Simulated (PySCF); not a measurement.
Continuum solvent and chemical shifts

Mapped SMILES: `[CH2:1]=[CH:2][P:3]([CH:4]=[CH2:5])[NH:6][C:7]([CH3:8])([CH3:9])[CH3:10]`. Hydrogens are named by the atom that carries them. Ha(C1), Ha(C5) are cis to P3; Hb(C1), Hb(C5) are trans to P3.

GIAO PBE0/pcSseg-1 in PySCF 2.14 on one PBE0-D3(BJ)/def2-SVP conformer, non-relativistic, equivalent nuclei averaged. Solvents enter as an IEF-PCM continuum (chloroform with ε = 4.7, dichloromethane with ε = 8.9) around the gas-phase geometry. Shifts are referred to TMS computed in the same medium.

Gas phase, δ in ppm: C2/C4 153.7, C1/C5 129.8, C7 49.3, C8/C9/C10 33.5, H(C2)/H(C4) 6.36, Hb(C1)/Hb(C5) 5.85, Ha(C1)/Ha(C5) 5.79, H(C8)/H(C9)/H(C10) 1.18, H(N6) 0.81. Dipole moment 1.20 D.

**Question.** How does each δ change in the continuum?

**Answer.** 
| atoms | environment | Δδ, chloroform | Δδ, dichloromethane |
| --- | --- | --- | --- |
| C2/C4 | alkene CH | +0.5 | +0.5 |
| C1/C5 | terminal =CH2 carbon | +2.0 | +2.6 |
| C7 | fully substituted sp3 carbon bonded to N | +0.8 | +0.9 |
| C8/C9/C10 | methyl carbon | +0.3 | +0.4 |
| H(C2)/H(C4) | hydrogen on an alkene CH | +0.08 | +0.10 |
| Hb(C1)/Hb(C5) | hydrogen on a terminal =CH2 carbon | +0.14 | +0.18 |
| Ha(C1)/Ha(C5) | hydrogen on a terminal =CH2 carbon | +0.13 | +0.16 |
| H(C8)/H(C9)/H(C10) | hydrogen on a methyl carbon | 0.00 | 0.00 |
| H(N6) | hydrogen on a nitrogen bonded to C, P | +0.38 | +0.47 |

Changes are relative to the gas phase. The dipole moment becomes 1.59 D in chloroform, 1.71 D in dichloromethane.

**Question.** Which nuclei move most (in ppm), and what does the model miss?

**Answer.** C1/C5 (terminal =CH2 carbon, +2.6 ppm) in dichloromethane. A continuum only polarises the solute; specific hydrogen bonds, the anisotropy of aromatic solvents and changes of geometry or conformer are outside it.
